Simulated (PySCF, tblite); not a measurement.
Species: C5H8ClF3Si.
Geometry (GFN2-xTB, Å), atoms numbered from 1 in this order:
```
atom  x, y, z in Å
F1     2.4858   -0.7215    1.2551
C2     2.4287   -0.2843   -0.0147
F3     3.4983    0.5247   -0.1758
F4     2.6563   -1.3555   -0.7979
Si5    0.7769    0.6611   -0.4606
C6    -0.3060    0.9736    1.0699
C7    -1.6811    0.4305    0.6604
C8    -1.4787   -0.8034   -0.2088
Cl9   -0.7557   -2.1019    0.8005
C10   -0.4947   -0.4638   -1.3234
H11    1.2199    1.8142   -1.2445
H12   -0.3810    2.0189    1.3592
H13    0.0621    0.4263    1.9383
H14   -2.2907    0.1959    1.5331
H15   -2.2101    1.1769    0.0644
H16   -2.4222   -1.2027   -0.5856
H17   -0.0948   -1.3679   -1.7776
H18   -1.0219    0.0850   -2.1035
```

The calculation used PBE0/pcSseg-1 in PySCF (dipole) on a GFN2-xTB geometry, gas phase.

Masses are those of the commonest isotopes; rigid-rotor values at the optimised geometry. The values belong to one conformer with, in the numbering `[F:1][C:2]([F:3])([F:4])[Si@@H:5]1[CH2:6][CH2:7][C@H:8]([Cl:9])[CH2:10]1`, C2–Si5–C6–C7 -128°, Si5–C6–C7–C8 36°, C6–C7–C8–Cl9 67°, C7–C8–C10–Si5 38°.

Task: What are A, B and C (MHz)?

Result: Ia = 328.80, Ib = 711.64, Ic = 805.80 u·Å²; 505379 MHz·u·Å²/I gives A = 1537, B = 710.2, C = 627.2 MHz.

Task: Classify the top.

Result: An asymmetric top. Ray's parameter κ = (2B − A − C)/(A − C) = -0.818; −1 is the prolate and +1 the oblate limit.

Task: Is it planar, by Δ = Ic − Ia − Ib?

Result: Not planar: Δ = Ic − Ia − Ib = -234.63 u·Å². For a rigid frame Δ = −2 Σ m c², so Σ m c² = 117.32 u·Å² lies off the ab plane: 19.19 from hydrogen and 98.12 from heavier atoms. The atom farthest from that plane is 2.18 Å away.

Task: Where do the levels up to J = 3 lie, in MHz?

Result: Above 0(0,0):
J = 1: 1(0,1) 1337, 1(1,1) 2164, 1(1,0) 2247
J = 2: 2(0,2) 4006, 2(1,2) 4756, 2(1,1) 5005, 2(2,1) 7486, 2(2,0) 7492
J = 3: 3(0,3) 7995, 3(1,3) 8640, 3(1,2) 9138, 3(2,2) 11498, 3(2,1) 11527, 3(3,1) 15843, 3(3,0) 15843
Those of J = 1 are B + C, A + C and A + B.

Task: Which lines would a microwave search look for?

Result: The dipole components are |μa| = 2.70 D, |μb| = 3.14 D, |μc| = 0.91 D. The squared components, which scale the intensities, stand as 0.74 : 1.00 : 0.08 (a : b : c). Some lines, for components of 0.1 D or more:

```tsv
type	branch	J(Ka,Kc)	MHz	lower level (cm⁻¹)
b	R	4(2,2) ← 3(3,1)	1086	0.528
b	Q	3(1,2) ← 3(0,3)	1143	0.267
b	R	1(1,1) ← 0(0,0)	2164	0.000
c	Q	3(2,2) ← 3(1,2)	2360	0.305
a	R	2(0,2) ← 1(0,1)	2669	0.045
b	R	4(1,3) ← 3(2,2)	3143	0.384
a	R	3(0,3) ← 2(0,2)	3988	0.134
c	R	3(1,2) ← 2(0,2)	5131	0.134
b	R	2(2,1) ← 1(1,0)	5238	0.075
b	R	4(1,4) ← 3(0,3)	5818	0.267
c	R	4(1,3) ← 3(0,3)	6646	0.267
c	R	3(2,2) ← 2(1,2)	6742	0.159
b	R	3(2,1) ← 2(1,2)	6771	0.159
b	R	4(2,3) ← 3(1,2)	7705	0.305
c	R	4(2,3) ← 3(1,3)	8202	0.288
c	R	4(3,1) ← 3(2,1)	9678	0.385
b	R	4(4,0) ← 3(3,1)	11429	0.528
```

Its lowest GFN2-xTB frequency is 15 cm⁻¹, too small to tell a flat minimum from a shallow saddle. These are rigid-rotor constants of the computed structure; measured ground-state constants (B0) also hold zero-point vibration. Quadrupole hyperfine structure (35Cl) is left out.

Time: 89 s; peak memory 1.1 GiB. Hardware: one thread of an Arm Neoverse N1, no GPU, shared host with 64 logical CPUs at a one-minute load of 62. This is the PBE0/pcSseg-1 job that gave the dipole, with the shieldings it also computed.
